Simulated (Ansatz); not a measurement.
Computed with Ansatz on PBE0-D4/def2-TZVP structures; ΔE is electronic, products minus reactants. CBS: MP2 limit from def2 TZ/QZ plus the TZ coupled-cluster correction, frozen cores. DFT in def2-TZVPP. Each species was taken in one conformer, which may not be the lowest.

Consider the ligand exchange at the Si–N bond: `N[Si@H](F)N[Si@H](N)F` + `N[SiH](F)S` → `N[Si@@H](F)S[Si@@H](N)F` + `N[SiH](N)F`.

(1) Is it downhill or uphill in electronic energy at CCSD(T)/CBS, and by how much? (Best estimate.)

(2) What do these levels give: ωB97X-V, ωB97M-V, SCS-MP2/def2-TZVPP, CCSD/def2-TZVPP, CCSD(T)/def2-TZVPP, CCSD/CBS(def2)? (Estimate.)

Largest T1 diagnostic among the species: 0.011.

Answers

(1) The calculation gave: Uphill: ΔE = +9.3 kJ/mol.

(2) The calculation gave: ωB97X-V 8.6, ωB97M-V 9.5, SCS-MP2/def2-TZVPP 12.1, CCSD/def2-TZVPP 15.2, CCSD(T)/def2-TZVPP 14.1, CCSD/CBS(def2) 10.4 kJ/mol.
